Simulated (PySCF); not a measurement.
C₂H₅ClSe, SMILES CC[Se]Cl. Geometry: PBE-D3(BJ)/def2-SVP. One conformer was computed; it need not be the lowest.

Method: PySCF with PBE-D3(BJ)/def2-SVP.

Harmonic wavenumbers (cm⁻¹): 92, 155, 260, 295, 384, 539, 715, 940, 973, 1047, 1193, 1212, 1337, 1375, 1407, 1425, 2972, 2976, 3050, 3060, 3081. Rotational constants (GHz): 4.258, 2.708, 1.780; symmetry number 1.

### Question
Work out the zero-point energy and the ideal-gas rigid-rotor harmonic-oscillator thermochemistry at 298.15 K and 1 atm.

### Answer
ZPE = ½ Σ hcν = ½ × 28486 cm⁻¹ = 170.38 kJ/mol. H − E(el) = 188.43 kJ/mol. Entropy in J/(mol K): translation 170.68, rotation 113.60, vibration 48.85, total 333.13. G − E(el) = 89.11 kJ/mol. Cp = 86.77 J/(mol K). Modes under 150 cm⁻¹ make the vibrational entropy uncertain.
